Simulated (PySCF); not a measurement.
## Os⁶¹⁺ (osmium, charge +61) across methods

[Ne] 3s2 3p3, high-spin 4S determinant. Calculation: PySCF 2.14, in an even-tempered Gaussian basis (16 s from 17 bohr⁻², ratio 2.5; 10 p from 23 bohr⁻², ratio 2.5; 4 d from 87 bohr⁻², ratio 2.7; 4 f from 130 bohr⁻², ratio 2.7); the non-relativistic Hamiltonian (point nucleus).

```csv
method,E (hartree),mean ε 3s α (eV),mean ε 3s β (eV),mean ε 3p α (eV),Σ⟨r²⟩ (bohr²),⟨S²⟩
UHF,-12131.21129,-6582.4,-6501.5,-6410.1,0.2596,3.750
r2SCAN,-12131.73,-6506.4,-6459.4,-6355.2,0.2596,3.750
TPSS,-12132.01,-6498.9,-6459.4,-6350.7,0.2595,3.750
PBE,-12131.20,-6494.5,-6459.1,-6349.6,0.2594,3.750
LDA,-12122.79,-6489.9,-6457.6,-6347.2,0.2596,3.750
r2SCANh,-12131.75,-6514.1,-6463.9,-6360.8,0.2596,3.750
```

(1) Estimate the same row for PBE0.

A non-relativistic calculation at this Z misses sizeable relativistic shifts. Spin-orbit coupling, which splits the p, d and f shells strongly at this Z, is absent. Spin-orbit coupling is strong in this species (close to jj coupling), so the high-spin LS determinant is a model state, not a physical level.

Answers

(1) E (hartree) = -12131.36; mean ε 3s α (eV) = -6516.9; mean ε 3s β (eV) = -6470.3; mean ε 3p α (eV) = -6365.1; Σ⟨r²⟩ (bohr²) = 0.2594; ⟨S²⟩ = 3.750.
